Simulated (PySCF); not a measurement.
Unrelated species, one level of theory. Level of theory: PySCF, TDDFT PBE0/def2-SVPD, vertical, gas phase, core orbitals frozen in the response. Geometries: GFN2-xTB; one conformer of each isolated species. Triplets are in the Tamm–Dancoff approximation.

Question: Rank by computed S1–T1 gap, highest first.
A. `FC(F)C([SiH3])=C=S`
B. `CC#CP(C)C1CC1`
C. `C#CCP(C)C(=C)C`
D. `Sc1ccccc1S`
E. `O=C(F)c1cc(Cl)co1`

Answer: E (1.67 eV), C (1.55 eV), D (0.93 eV), B (0.59 eV), A (0.34 eV).

| SMILES | S1−T1 (eV) | S1 (eV) | T1 (eV) | S1 mainly | T1 mainly | f(S1) |
| --- | --- | --- | --- | --- | --- | --- |
| O=C(F)c1cc(Cl)co1 | 1.67 | 4.90 | 3.23 | H→L (93%) | H→L (88%) | 0.212 |
| C#CCP(C)C(=C)C | 1.55 | 5.55 | 4.00 | H→L (93%) | H→L (68%) | 0.137 |
| Sc1ccccc1S | 0.93 | 4.65 | 3.72 | H→L (65%) | H→L+1 (66%) | 0.023 |
| CC#CP(C)C1CC1 | 0.59 | 5.25 | 4.66 | H→L (90%) | H→L+1 (66%) | 0.023 |
| FC(F)C([SiH3])=C=S | 0.34 | 2.73 | 2.39 | H→L (100%) | H→L (99%) | 0.000 |

H and L stand for HOMO and LUMO. For `Sc1ccccc1S` and `CC#CP(C)C1CC1` the leading configurations of S1 and T1 differ. Singlets come from full response and triplets from the Tamm–Dancoff approximation.
